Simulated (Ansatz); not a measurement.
`BC=O` and `O=C[TeH]` differ in one atom or group.

Ansatz, PBE0-D4/def2-TZVP geometries, multiplicity 1. 

Elements past krypton have def2 core potentials.

| property | `BC=O` |
| --- | --- |
| zero-point energy (PBE0-D4/def2-TZVP) / kJ/mol | 100.1 |
| HOMO–LUMO gap (PBE/def2-TZVPP) / eV | 3.70 |
| HOMO energy (B3LYP/def2-TZVPP) / eV | -7.59 |
| HOMO energy (ωB97M-V/def2-TZVPP) / eV | -10.14 |
| HOMO–LUMO gap (PBE0/def2-TZVPP) / eV | 6.31 |
| LUMO energy (ωB97M-V/def2-TZVPP) / eV | 0.65 |

Task: What does the change do to each property? (Best estimate.)

Result: Computed: 
| property | `O=C[TeH]` | shift |
| --- | --- | --- |
| zero-point energy (PBE0-D4/def2-TZVP) / kJ/mol | 65.0 | -35.1 |
| HOMO–LUMO gap (PBE/def2-TZVPP) / eV | 3.64 | -0.06 |
| HOMO energy (B3LYP/def2-TZVPP) / eV | -6.76 | 0.83 |
| HOMO energy (ωB97M-V/def2-TZVPP) / eV | -9.01 | 1.13 |
| HOMO–LUMO gap (PBE0/def2-TZVPP) / eV | 5.70 | -0.61 |
| LUMO energy (ωB97M-V/def2-TZVPP) / eV | 0.65 | 0.00 |

With PBE0 the HOMO rises by 0.84 eV and the LUMO rises by 0.21 eV, so the gap narrows by about 0.63 eV. PBE moves the HOMO by 0.46 eV and ωB97M-V by 1.13 eV. The zero-point energy changes by -35.1 kJ/mol with -3 modes.

B3LYP here is the variant with VWN-RPA as its local correlation; programs differ in this.

Spin–orbit coupling is left out; it splits and shifts lone-pair levels of the heavy atoms by tenths of an eV.
